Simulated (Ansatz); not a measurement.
# A basis-limit estimate, worked out

An elementary step of BNH₈O₂, closed shell (BH₃O ([BH2][OH]) + H₂O + NH₃ → BNH₄ ([BH2][NH2]) + H₂O + H₂O (still joined by a long B–O bond); B–O, H–N, H–O broken or loosened, B–N, O–H, H–O formed or tightened). “Start” and “end” are the PBE0-D4/def2-TZVP structures reached by relaxing down either side of its saddle point, with the molecules still in contact.

Computed with Ansatz 0.2.0 (basis: def2-TZVPP and def2-QZVPP); correlated methods freeze the cores.

Energies in eV:

| quantity | end | start |
| --- | --- | --- |
| Hartree–Fock, triple zeta (X = 3) | -6357.71911 | -6358.65341 |
| Hartree–Fock, quadruple zeta (X = 4) | -6358.02354 | -6358.96395 |
| MP2 correlation, X = 3 | -23.90090 | -23.67426 |
| MP2 correlation, X = 4 | -25.66014 | -25.43334 |
| CCSD(T) correlation, X = 3 | -25.53593 | -25.32932 |

Q: Work out the step energy at the basis limit: extrapolate Hartree–Fock as E(X) = E∞ + A exp(−7.88 √X) and the MP2 correlation as E(X) = E∞ + B X^−2.97 (the exponents that Neese and Valeev fitted for def2-TZVPP and QZVPP), then add CCSD(T) − MP2 in triple zeta.

A: Each step is linear, so take the differences first (end − start): Hartree–Fock 0.93430 (X = 3) and 0.94041 (X = 4); MP2 correlation -0.22664 and -0.22680; CCSD(T) correlation -0.20661.
Two points give E∞ = E(4) + w [E(4) − E(3)], with w = 1/(exp(7.88 (2 − √3)) − 1) = 0.1377 for Hartree–Fock and w = 1/((4/3)^2.97 − 1) = 0.7407 for the correlation.
Hartree–Fock: 0.94041 + 0.1377 × 0.00611 = 0.9413 eV.
MP2 correlation: -0.22680 + 0.7407 × (-0.00016) = -0.2269 eV.
CCSD(T) − MP2: -0.20661 − (-0.22664) = 0.0200 eV.
Sum: 0.9413 + (-0.2269) + 0.0200 = 0.7344 eV, or 16.94 kcal/mol. Plain CCSD(T) in triple zeta gives 0.7277 eV, so the larger basis shifts the result by 0.0067 eV.

T1 diagnostic: at most 0.011.

Labels in which every atom is bracketed show which atoms are joined, not bond orders.

For scale, one of the runs: CCSD(T)/def2-TZVPP, 236 basis functions (an equivalent command: `ansatz run in.yaml --threads 4`). The run took 93 s on 4 CPU threads (shared host), with 4.7 GiB of host memory at its peak.
